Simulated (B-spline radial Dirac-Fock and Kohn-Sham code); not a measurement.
**Photoabsorption cross section of Ge⁵⁺ by shell**

System: Ge⁵⁺ in the configuration [Ar] 3d9.

Input of the calculation (task.json; shells as n, l, electrons):

```json
{"items": [{
  "Z": 32,
  "q": 5,
  "cfg": [[1, 0, 2], [2, 0, 2], [2, 1, 6], [3, 0, 2], [3, 1, 6], [3, 2, 9]],
  "A": 74,
  "rrms": 4.0742,
  "do": ["binding", "quiet", "photo", "scan"],
  "hv": [39.0, 58.1, 92.1, 139.0, 165.0, 262.0, 466.0, 539.0, 580.0, 859.0, 1190.0, 1470.0, 2370.0, 2750.0, 3020.0, 5480.0, 6310.0, 10300.0, 21200.0, 23800.0, 73400.0, 80700.0, 90000.0, 99900.0]
}]}
```

Run with: `python xray_run.py task.json out`

The computed values come from an atomic code on a B-spline grid: a relativistic central-field model (Hartree-Slater potential of the initial state, Latter tail, multipole expansion of the photon field, Dirac-Fock thresholds).

Computed thresholds (eV): K 11197.6, L1 1511.4, L2 1342.9, L3 1311.6, M1 273.2, M2 216.3, M3 211.9, M4 116.6, M5 115.9.

| photon energy (eV) | total (b) | K (%) | L (%) | M (%) |
| --- | --- | --- | --- | --- |
| 139 | 6.720e+06 | – | – | 100.0 |
| 165 | 5.713e+06 | – | – | 100.0 |
| 262 | 3.395e+06 | – | – | 100.0 |
| 466 | 1.246e+06 | – | – | 100.0 |
| 539 | 918800 | – | – | 100.0 |
| 580 | 784800 | – | – | 100.0 |
| 859 | 326000 | – | – | 100.0 |
| 1190 | 151700 | – | – | 100.0 |
| 1470 | 614600 | – | 85.3 | 14.7 |
| 2370 | 215000 | – | 87.4 | 12.6 |
| 2750 | 146300 | – | 87.4 | 12.6 |
| 3020 | 114500 | – | 87.4 | 12.6 |
| 5480 | 23030 | – | 87.2 | 12.8 |
| 6310 | 15620 | – | 87.1 | 12.9 |
| 10300 | 3962 | – | 86.9 | 13.1 |
| 21200 | 4290 | 88.3 | 10.1 | 1.6 |
| 23800 | 3111 | 88.5 | 10.0 | 1.5 |
| 73400 | 117.5 | 89.2 | 9.3 | 1.5 |
| 80700 | 88.38 | 89.3 | 9.3 | 1.4 |
| 90000 | 63.62 | 89.3 | 9.3 | 1.4 |
| 99900 | 46.42 | 89.3 | 9.3 | 1.4 |

Q: With what power of the photon energy does the total fall between 90000 and 99900 eV?

A: As E^-3.02. The non-relativistic Born limit for an s electron far above threshold is E^-3.5; near threshold and at relativistic energies the fall is slower.

Run: 3.9 s of CPU time on 1 thread of AMD EPYC 7R43 64-Core Processor (shared host), peak memory 0.32 GiB.
